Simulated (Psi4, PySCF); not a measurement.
ethyl chloride (C2H5Cl), singlet, at a GFN2-xTB geometry. Base run: B3LYP/6-31G*, TDA in PySCF.

PySCF was given this input:
```python
from pyscf import gto, scf, dft, tdscf

mol = gto.M(
    atom='''
C    -0.00578266    0.81408047    0.00388119
C     1.49937549    0.64571335    0.01197375
Cl   -0.81644577   -0.78003028   -0.00858054
H    -0.35582726    1.33308241    0.89581714
H    -0.34528210    1.34165751   -0.88709949
H     1.97200498    1.62579809    0.01948295
H     1.81834071    0.09636047    0.89417838
H     1.82878474    0.10485333   -0.87163951
''',
    basis='6-31g*',
    verbose=4,
)

mf = dft.RKS(mol)
mf.xc = 'b3lyp'
mf.kernel()
td = mf.TDA()
td.nstates = 5
td.kernel()
td.analyze()
```

Programs used: Psi4, PySCF; a row that names a program was run with it.

Variants of this job, named by their change:

| change | first excitation (eV) | oscillator strength of the first | second (eV) |
|---|---|---|---|
| base | 7.64 | 0.001 | 7.66 |
| conv_tol = 1e-3 | 7.64 | 0.001 | 7.66 |
| response = full linear response | 7.58 | 0.000 | 7.60 |
| functional = hf | ___ | 0.001 | ___ |
| code = psi4 | 7.64 | 0.001 | 7.66 |
| basis = cc-pVDZ | 7.58 | 0.000 | 7.62 |
| functional = m062x | 7.65 | 0.001 | 7.69 |
| nstates = 10 | 7.64 | 0.001 | 7.66 |
| functional = pbe | ___ | 0.001 | ___ |
| nstates = 15 | 7.64 | 0.001 | 7.66 |
| functional = blyp | ___ | 0.001 | ___ |

Question: Fill in the missing entries.

Answer: 
- functional = hf, first excitation (eV): 8.74
- functional = hf, second (eV): 8.79
- functional = pbe, first excitation (eV): 7.39
- functional = pbe, second (eV): 7.42
- functional = blyp, first excitation (eV): 7.34
- functional = blyp, second (eV): 7.36

An iterative solver can miss low states, so a row lists the states that it found.
